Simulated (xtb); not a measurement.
C₂H₆F₂OSi, SMILES OC[Si@H](F)CF. All values are semi-empirical tight-binding results from xtb (GFN2-xTB unless named), good for trends rather than for accurate numbers. Geometry: GFN2-xTB. The structure was generated by enumeration; whether it is a known compound was not checked. The values are those of a single conformer.

- orbital gap = 5.49 eV
- dipole moment = 1.31 D
- zero-point energy = 50.5 kcal/mol
- G − E(el) at 298.15 K (modified RRHO) = 29.3 kcal/mol
- static polarisability (D4 model) = 62.7 bohr³
- solvation energy, GFN2-xTB/ALPB(water) = -5.9 kcal/mol
- solvation energy, GFN2-xTB/ALPB(toluene) = -3.7 kcal/mol
